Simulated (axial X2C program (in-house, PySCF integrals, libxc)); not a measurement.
Spin–orbit effects down a group: molecules with B, HF

All values come from calculations with an axial X2C code built on PySCF integrals, spin-free (one-electron X2C) or two-component (2c: spin–orbit coupling with atomic mean-field Coulomb and Gaunt terms, which also bring small scalar terms), in Dyall basis sets with cores contracted in-house; open shells are unrestricted.

Basis sets: Ag dyall-cv3z, Au dyall-cv3z, B dyall-v3z, Cu dyall-cv3z.

| molecule | spin-free state | Re (Å) | ωe (cm⁻¹) | De (eV) | 2c state | Re 2c (Å) | ωe 2c (cm⁻¹) | De 2c (eV) |
| --- | --- | --- | --- | --- | --- | --- | --- | --- |
| CuB | M_S = 0, Λ = 0 | 2.136 | 401.6 | n/a | Ω = 0 | 2.137 | 401.3 | n/a |
| AgB | M_S = 0, Λ = 0 | 2.305 | 362.2 | 0.07 | Ω = 0 | 2.305 | 362.1 | 0.04 |
| AuB | M_S = 0, Λ = 0 | 2.018 | 522.5 | 1.25 | Ω = 0 | 2.015 | 527.1 | 1.26 |

Each entry is the lowest single determinant of a limited PBE0 search at one distance. De goes to single-determinant-based atoms at the same level (for ions the charge split of lowest energy) and is withheld (n/a) where an atom does not fit its ground term or J level. Main or longest-lived isotopes. Some light 2c atoms are not at their ground J level, so De misses part of their lowering (0.04 eV or less).
